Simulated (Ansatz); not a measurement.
A structure relaxed at PBE0-D4/def2-SVP in Ansatz, charge 0, singlet:

```xyz
10

Ge    1.367   -0.065    0.465
H     2.211   -1.314    0.771
H     2.007    0.791   -0.644
H     1.257    0.804    1.747
N    -0.246   -0.663   -0.170
C    -1.281    0.278   -0.531
H    -0.609   -1.467    0.334
H    -1.762    0.801    0.322
H    -0.865    1.057   -1.191
H    -2.079   -0.223   -1.103
```

Task: Give its formula, name or SMILES.

Result: GeH3(NHMe) (CH₇GeN).

Task: Summarise the bond lengths by kind (pairs closer than 1.2 times the sum of covalent radii, bridged metal pairs left out).

Result: 1 × Ge–N 1.83 Å; 1 × C–N 1.44 Å; 3 × Ge–H 1.54 to 1.55 Å; 3 × C–H 1.10 to 1.11 Å; 1 × H–N 1.02 Å.
